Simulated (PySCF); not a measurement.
C₆H₁₀OSi₂.
SMILES with atom numbers: `[CH:1]#[C:2][C@@H:3]1[CH:4]=[CH:5][CH2:6][Si@@H:7]1[O:8][SiH3:9]` (hydrogens: H10 on C1; H11 on C3; H12 on C4; H13 on C5; H14, H15 on C6; H16 on Si7; H17, H18, H19 on Si9)

Method: PBE0-D3(BJ)/def2-SVP geometry optimisation, gas phase (PySCF).

**Question.** What internal coordinates does the optimisation give?

**Answer.** 
```csv
bond,length (bohr)
C1≡C2,2.292
C2–C3,2.739
C3–C4,2.865
C4=C5,2.533
C5–C6,2.845
C6–Si7,3.562
Si7–O8,3.117
O8–Si9,3.136
C3–Si7,3.622
C1–H10,2.029
C3–H11,2.094
C4–H12,2.068
C5–H13,2.070
C6–H14,2.088
C6–H15,2.084
Si7–H16,2.815
"Si9–H17, Si9–H18, Si9–H19",2.820
```

Bonds in one row agree within 0.02 bohr and their mean is given. A selection of angles:
```csv
angle,degrees
C1–C2–C3,177.7
C2–C3–C4,115.0
C2–C3–Si7,113.2
C4–C3–Si7,101.1
C3–C4–C5,118.7
C4–C5–C6,119.3
C5–C6–Si7,102.1
C6–Si7–O8,111.8
C3–Si7–C6,95.2
C3–Si7–O8,111.5
Si7–O8–Si9,151.7
```

Dihedral angles: C2–C3–C4–C5 -135° (anticlinal); C3–C4–C5–C6 1° (synperiplanar); C4–C5–C6–Si7 12° (synperiplanar); C5–C6–Si7–O8 99° (anticlinal); C6–Si7–O8–Si9 -108° (anticlinal); C2–C3–Si7–C6 140° (anticlinal).

Of the pairs four or more bonds apart, C2···Si9 is among the closest relative to their van der Waals radii: 3.54 Å, 93 % of the sum of Bondi's values. Si7 (oxygen-bound silicon) has angles from 95.2° to 116.0°. Si9 (oxygen-bound silicon) is tetrahedral (angles from 107.1° to 111.1°). The 5-membered ring C3–C4–C5–C6–Si7 has internal angles of 95.2° to 119.3°; it is puckered, 0.10 Å rms from its mean plane, widest ring torsion 17°. The 5 C–C bonds span 1.213 Å (C1≡C2, drawn triple) to 1.516 Å (C3–C4, drawn single), a spread of 0.303 Å. The C–Si distances run from 1.885 Å (C6–Si7, drawn single) to 1.917 Å (C3–Si7, drawn single), a spread of 0.032 Å.

Point group: C1 (no symmetry element, even within 0.4 Å). Not checked by PBE0-D3(BJ)/def2-SVP frequencies. The numbers are those of one conformer.
